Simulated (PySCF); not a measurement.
## Nuclear quadrupole coupling in `C/C=C(\C(=O)Cl)C(F)(F)F`

Compound: C5H4ClF3O.
SMILES with atom numbers: `[CH3:1]/[CH:2]=[C:3](\[C:4](=[O:5])[Cl:6])[C:7]([F:8])([F:9])[F:10]` (hydrogens: H11, H12, H13 on C1; H14 on C2)

Cartesian coordinates in Å at the GFN2-xTB level; atoms count from 1:
```xyz
14
C5H4ClF3O angstrom
C     -1.9232   -0.1281    0.8102
C     -0.6501   -0.6490    0.2795
C      0.3870    0.0598   -0.1998
C      0.3975    1.5306   -0.2330
O     -0.5534    2.2460   -0.2035
Cl     2.0151    2.2224   -0.2758
C      1.6125   -0.6754   -0.6967
F      2.6431   -0.6175    0.1596
F      1.3649   -1.9829   -0.8803
F      2.0501   -0.2163   -1.8744
H     -2.1494   -0.6160    1.7573
H     -2.7212   -0.3946    0.1158
H     -1.9158    0.9497    0.9297
H     -0.5579   -1.7293    0.2893
```

Field gradients from the PBE0/pcSseg-1 density (PySCF, non-relativistic), principal values in atomic units, ordered |Vxx| ≤ |Vyy| ≤ |Vzz|:

```tsv
atom	Vxx	Vyy	Vzz
O5	0.5162	1.1212	-1.6374
Cl6	-1.1684	-2.2445	3.4129
```

**Question.** Find the asymmetry η = (Vxx − Vyy)/Vzz and the couplings χ = eQV/h (234.96 MHz × Q in barn × V in au), with Q(17O) = −0.0256 b, Q(35Cl) = −0.0817 b.

**Answer.** 
| atom | environment | nucleus | η | χzz (MHz) | χxx (MHz) | χyy (MHz) |
| --- | --- | --- | --- | --- | --- | --- |
| O5 | carbonyl oxygen | 17O | 0.37 | 9.85 | -3.11 | -6.74 |
| Cl6 | chlorine bonded to C | 35Cl | 0.32 | -65.52 | 22.43 | 43.09 |

The tensor is traceless: Vxx + Vyy + Vzz = 0.

**Question.** What is Vzz at O5 in SI units (1 au = 9.71736 × 10²¹ V/m²)?

**Answer.** -1.6374 au = -15.911 × 10²¹ V/m².

**Question.** And the gradient at the other heavy atoms, for which no coupling is worked out here?

**Answer.** 
```csv
atom,environment,Vzz (au),η
C1,allylic carbon,-0.117,0.87
C2,alkene CH carbon,0.536,0.05
C3,fully substituted alkene carbon,-0.144,0.14
C4,acyl halide carbon,-0.411,0.65
C7,CF3 carbon,-0.394,0.08
F8,fluorine of a CF3 group,2.959,0.04
F9,fluorine of a CF3 group,2.920,0.02
F10,fluorine of a CF3 group,2.947,0.03
```

Were the hydrogens deuterons (Q(2H) = 0.00286 b), χzz would run from 205 kHz (H13) to 208 kHz (H11 and H12).

Isolated species at its GFN2-xTB geometry (one conformer only). GFN2-xTB bond lengths can be off by several hundredths of an ångström, more for odd bonds, and the gradients follow them. The basis is small and wasn't made for field gradients, so the couplings can be 20 % off.
